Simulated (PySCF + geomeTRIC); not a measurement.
Species: [Zn(OH)(N(CH3)2)] (charge 0, multiplicity 1).

Problem. Give a relaxed geometry from BP86-D3(BJ)/def2-SVP in PySCF + geomeTRIC.

Solution. This is not unique; one that fits is the end point of this relaxation, one of several conformers.
Cartesian coordinates (Å) in one orientation:
```xyz
12

Zn     0.057    -0.123    -0.066
O      0.490     1.323    -1.011
H      0.657     1.101    -1.947
N     -0.419    -1.397     1.145
C      0.567    -2.307     1.692
C     -1.764    -1.937     1.165
H      0.324    -2.567     2.755
H      0.644    -3.284     1.143
H      1.579    -1.850     1.696
H     -1.888    -2.882     0.570
H     -2.079    -2.184     2.211
H     -2.499    -1.202     0.774
```
